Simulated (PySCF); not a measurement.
## Simulated absorption spectrum

Species: C3H9FSSi.
InChI=1S/C3H9FSSi/c1-3-5-6(2)4/h6H,3H2,1-2H3/t6-/m0/s1

Level of theory: PySCF, TDDFT wB97X-D/def2-SVPD, vertical, gas phase, core orbitals frozen in the response. Isolated species at its GFN2-xTB geometry (one conformer only). GFN2-xTB frequencies show an imaginary mode (77i cm⁻¹), so this geometry is no minimum at that level. Torsions of this conformer, `[CH3:1][CH2:2][S:3][Si@@H:4]([CH3:5])[F:6]`: C1–C2–S3–Si4 76°, C2–S3–Si4–C5 178°.

Each state is given a Gaussian of 0.25 eV full width at half maximum, with ε(max) = 2.175×10⁸ f / Δν̃ (Δν̃ the width in cm⁻¹). The width is an assumption, not a result. The curve ends short of the highest state used, and states not computed would add to its high-energy end.

```tsv
λ (nm)	ε (L mol⁻¹ cm⁻¹)
164.2	4312
166.6	1549
169.1	265
171.5	607
173.9	2418
176.4	5211
178.8	7299
181.3	6782
183.7	3581
186.1	1021
188.6	146
191.0	13
193.5	1
195.9	1
198.4	9
200.8	37
203.2	89
205.7	133
208.1	125
210.6	76
213.0	32
215.4	9
217.9	2
220.3	0
```

Question: Locate the maxima and give the states behind the curve.

Answer: 207 nm (6.00 eV), ε about 140, made up of S1 (100%); 180 nm (6.90 eV), ε about 7500, made up of S2 (81%) and S3 (19%) (ε in L mol⁻¹ cm⁻¹; maxima over ε = 5, shares over 10%). At its high-energy end, 7.55 eV, the curve is still rising (ε about 4300, from S4). The states used: S1 6.00 eV (f 0.0013); S2 6.87 eV (f 0.059); S3 7.03 eV (f 0.030); S4 7.59 eV (f 0.037); S5 7.70 eV (f 0.0087); S6 7.80 eV (f 0.042); S7 8.09 eV (f 0.042); S8 8.15 eV (f 0.024).

Question: On this curve, what absorbance would a 10⁻⁴ mol/L sample give at 193 nm over a 1 cm path?

Answer: 193 nm is 6.424 eV, where ε is about 1.2 L mol⁻¹ cm⁻¹, so A = ε c l ≈ 0.00012 (Beer–Lambert, with the gas-phase spectrum and the assumed width).

Question: What would ε be at 6.90 eV, the highest of these maxima, with half the width (0.125 eV)?

Answer: About 10600 L mol⁻¹ cm⁻¹ against 7550, a factor of about 1.4; a lone state at its own centre would give exactly 2.

Question: Coming from long wavelengths, where does ε first pass 100 L mol⁻¹ cm⁻¹?

Answer: At about 209 nm (5.92 eV), 0.08 eV below S1.
